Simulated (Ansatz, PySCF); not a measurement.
Si(F)(OH)2(SiH3) (FH5O2Si2), SMILES O[Si]([SiH3])(O)F. Atoms are numbered in the order given.

```xyz
10

O     -1.0739    -0.9399    -1.1423
Si    -0.3846     0.1162    -0.0837
O     -0.4886     1.6355    -0.7405
F     -1.2159     0.1573     1.3212
Si     1.7806    -0.6166     0.3742
H     -1.8781    -0.6552    -1.5958
H     -0.4498     2.3894    -0.1400
H      2.4203     0.3221     1.3433
H      1.7579    -1.9831     0.9695
H      2.5860    -0.6330    -0.8804
```
Charge 0, spin multiplicity 1.

Coordinates come from a B3LYP-D3(BJ)/def2-SVP optimisation. The structure was generated by enumeration, and PubChem lists no compound with its InChIKey, so it may never have been made. The values are those of a single conformer.

Two levels are set side by side: PBE-D3(BJ)/def2-SVP (Ansatz, an electronic-structure program) and B3LYP-D3(BJ)/def2-SVP (Ansatz). Each level has its own optimised geometry; the coordinates shown are those of the second. Frequencies come from the Hessian of PySCF at each geometry. Differences are taken from unrounded values.

```
quantity                            B3LYP-D3(BJ)
----------------------------------  ------------
mean bond length (Å)                       1.519
bond O1–Si2 (Å)                            1.647
bond Si2–O3 (Å)                            1.658
bond Si2–F4 (Å)                            1.633
bond Si2–Si5 (Å)                           2.331
bond O1–H6 (Å)                             0.966
bond O3–H7 (Å)                             0.965
bond Si5–H8 (Å)                            1.493
bond Si5–H9 (Å)                            1.491
bond Si5–H10 (Å)                           1.491
highest harmonic wavenumber (cm⁻¹)          3875
mean harmonic wavenumber (cm⁻¹)             1030
zero-point energy (kcal/mol)               35.35
```

### Question
What does PBE-D3(BJ) give, and how far is it from B3LYP-D3(BJ)? (Estimate from the structure and the level; the computed values follow.)

### Answer

```csv
quantity,PBE-D3(BJ),PBE-D3(BJ) minus B3LYP-D3(BJ)
mean bond length (Å),1.530,0.011
bond O1–Si2 (Å),1.659,0.013
bond Si2–O3 (Å),1.672,0.014
bond Si2–F4 (Å),1.645,0.012
bond Si2–Si5 (Å),2.336,0.005
bond O1–H6 (Å),0.975,0.009
bond O3–H7 (Å),0.973,0.009
bond Si5–H8 (Å),1.506,0.013
bond Si5–H9 (Å),1.504,0.013
bond Si5–H10 (Å),1.504,0.013
highest harmonic wavenumber (cm⁻¹),3766,-109
mean harmonic wavenumber (cm⁻¹),999,-31
zero-point energy (kcal/mol),34.29,-1.06
```

GGA bonds tend to be longer and softer than those of functionals with exact exchange. Differences between two approximate levels are no errors against the true value.
